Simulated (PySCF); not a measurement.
Molecule: SMILES COCC(F)(F)F, C$_{3}$H$_{5}$F$_{3}$O.

Bonds (- single, = double, # triple, : aromatic): C1-O2 1.403 Å, O2-C3 1.382 Å, C3-C4 1.520 Å, C4-F5 1.337 Å, C4-F6 1.341 Å, C4-F7 1.330 Å. C1 carries H8, H9, H10; C3 carries H11, H12.

Geometry PBE0-D3(BJ)/def2-SVP throughout; GIAO in PySCF, gas phase, one conformer, non-relativistic; equivalent atoms averaged; functional PBE0.

Task: How do the shifts δ (against TMS, H2O, CFCl3 at the same level) depend on the basis set? (ppm; last column core-seconds on shared hosts with different chips, so compare them loosely)

Result: 
```tsv
basis set	functions	C4	C3	C1	O2	F5/F6/F7	H11/H12	H8/H9/H10	core-s
STO-3G	40	95.2	51.1	49.9	-38.0	-95.6	1.92	1.83	4.9
pcSseg-0	73	147.7	76.8	63.2	-10.5	-90.3	4.12	3.78	5.1
6-31G	73	129.3	68.0	56.5	-10.1	-95.4	3.57	3.61	9.4
6-31G*	108	122.8	67.3	56.0	-10.6	-85.6	3.41	3.37	14
cc-pVDZ	123	126.2	68.5	56.2	8.7	-81.8	3.26	3.25	15
def2-SVP	123	126.8	66.8	55.5	2.5	-71.1	3.30	3.21	14
pcSseg-1	144	129.8	71.9	60.0	5.0	-85.3	3.49	3.43	12
aug-cc-pVDZ	206	125.5	68.5	56.4	5.6	-79.5	3.68	3.57	32
6-311+G(2d,p)	219	128.6	70.4	58.6	4.8	-85.7	3.64	3.45	40
def2-TZVP	247	132.4	71.8	59.8	7.0	-81.7	3.57	3.43	42
cc-pVTZ	280	131.2	71.4	59.4	8.8	-81.2	3.52	3.40	49
IGLO-III	295	133.3	73.2	60.9	4.6	-83.6	3.65	3.48	54
pcSseg-2	322	134.7	73.8	61.6	4.2	-83.9	3.60	3.45	48
```

Task: Which nucleus moves most, in ppm?

Result: C4 (CF3 carbon): from 95.2 ppm with STO-3G to 147.7 ppm with pcSseg-0. The smallest spread is 1.95 ppm, at H8/H9/H10. Proton shifts span only some 12 ppm, so a few tenths of a ppm matter as much there as several ppm in carbon.

Task: Taking the largest basis, pcSseg-2 (322 functions), as the yardstick, rank the others by their worst heavy-atom deviation.

Result: IGLO-III 1.3 ppm (295 functions), def2-TZVP 2.8 ppm (247 functions), cc-pVTZ 4.5 ppm (280 functions), pcSseg-1 4.9 ppm (144 functions), 6-311+G(2d,p) 6.0 ppm (219 functions), cc-pVDZ 8.5 ppm (123 functions), aug-cc-pVDZ 9.1 ppm (206 functions), def2-SVP 12.8 ppm (123 functions), 6-31G 14.3 ppm (73 functions), pcSseg-0 14.7 ppm (73 functions), 6-31G* 14.8 ppm (108 functions), STO-3G 42.2 ppm (40 functions).

A small basis that lands close on one nucleus may do so by chance; judge by the trend and by all nuclei.
